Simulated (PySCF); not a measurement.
# How the method changes the shape and vibrations of ClGeH3NSi cation

All numbers below are calculated, not measured. The program is PySCF 2.14.0, an open-source quantum chemistry code, run on an isolated molecule that a program drew, which may never have been made. The molecule is ClGeH3NSi cation (charge +1, singlet), drawn as the SMILES string `[SiH2+][N]=[GeH][Cl]`.

The geometry was optimised and harmonic frequencies were computed with HF and MP2, all in the cc-pV(D+d)Z basis, for the commonest isotopes, with a restricted reference for singlets and an unrestricted one otherwise, and a frozen core in MP2. Germanium has the cc-pVDZ-PP basis, with a core potential (ECP10MDF) in place of its 10 inner electrons, and its 3s, 3p and 3d shells are frozen in MP2. Each result is a local minimum of its method.

Geometry at the HF minimum:
```xyz
7
ClGeH3NSi cation, angstrom
Si   -2.2267    1.0335   -2.1737
N    -1.8281    1.6154   -0.7520
Ge   -1.4534    2.1667    0.7925
Cl   -2.2076    1.1748    2.4564
H    -1.4031    0.0275   -2.8394
H    -3.4208    1.4974   -2.8753
H    -0.5887    3.3583    1.0889
```

Lengths of the bonds as drawn, in Å (atoms numbered as above):
| bond | HF | MP2 |
|---|---|---|
| Si1-N2 | 1.587 | 1.615 |
| N2-Ge3 | 1.682 | 1.714 |
| Ge3-Cl4 | 2.079 | 2.085 |
| Si1-H5 | 1.461 | 1.467 |
| Si1-H6 | 1.461 | 1.467 |
| Ge3-H7 | 1.502 | 1.513 |

Rotational constants, in GHz:
| constant | HF | MP2 |
|---|---|---|
| A | 7.928 | 7.813 |
| B | 1.289 | 1.255 |
| C | 1.124 | 1.096 |

Harmonic frequencies in cm^-1, each column in rising order, so a row needn't be the same motion in every method:
| rank | HF | MP2 |
|---|---|---|
| 1 | 83 | 65 |
| 2 | 108 | 71 |
| 3 | 179 | 216 |
| 4 | 271 | 241 |
| 5 | 484 | 464 |
| 6 | 539 | 481 |
| 7 | 568 | 534 |
| 8 | 743 | 693 |
| 9 | 785 | 706 |
| 10 | 790 | 734 |
| 11 | 1059 | ? |
| 12 | 1444 | 1359 |
| 13 | 2380 | 2298 |
| 14 | 2422 | 2358 |
| 15 | 2452 | 2400 |

**Estimate the missing MP2 frequency from the HF column.**

A single factor s that minimises the squared misfit of MP2 against s times HF over the other rows is sum(HF x MP2) / sum(HF^2) = 0.9638, with an rms misfit of 29 cm^-1. For rank 11 it gives 0.9638 x 1059 = 1021 cm^-1. The calculation gives 993 cm^-1, 28 cm^-1 below the estimate. The drawn bonds are on average 0.9 % longer in MP2 than in HF.
